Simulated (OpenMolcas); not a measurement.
A calculation on W4+.

- Program: OpenMolcas 26.06
- Method: CASSCF
- Basis: ANO-RCC-VTZP [8s7p5d3f2g1h]
- Scalar Hamiltonian: DKH2, point nucleus
- Active space: 2 electrons in 10 orbitals (5d 6d)
- State averaging: 2S+1 = 3 even, 10 roots; 2S+1 = 1 even, 15 roots
- Spin-orbit coupling: RASSI with atomic mean-field integrals over the reference wave functions, term energies averaged over their components

Problem. Which level of the active space comes out lowest?

Solution. 5d2 3F2, with 92 % of that term; it is also the measured ground level.

Problem. How high does 5d2 1G4 lie?

Solution. 24669 cm-1 above the lowest level; measured 22346 cm-1 above the ground level, so the calculation is off by +10 %.

Problem. How high does 5d2 3P0 lie?

Solution. 14829 cm-1 above the lowest level; measured 12839 cm-1 above the ground level, so the calculation is off by +16 %.

Problem. How high does 5d2 1S0 lie?

Solution. 49448 cm-1 above the lowest level; measured 43110 cm-1 above the ground level, so the calculation is off by +15 %.

Problem. The level at 16013 cm-1 has J = 2. What is it made of, and what is its g factor?

Solution. 54 % 5d2 1D2, 40 % 5d2 3P, 6 % 5d2 3F; g = 1.180, against 1.000 from Landé's formula for the pure leading term.

Measured values: the list in J. Phys. B 45, 065001 (2012).

Without dynamic correlation excited terms often stand tens of per cent too high (terms of higher spin than the ground term too low), and those without a measured partner can miss by more than the paired ones. Active for correlation alone: 6d; no level in the range computed is led by a configuration that fills it, so any true level of that kind is missing. Computed and measured levels are paired by configuration, term and J; levels that our copy of the source lacks, or whose pairing is in doubt (as where it misses far off the trend of its configuration), stay unpaired and out of the deviations. Only configurations of the active space appear.
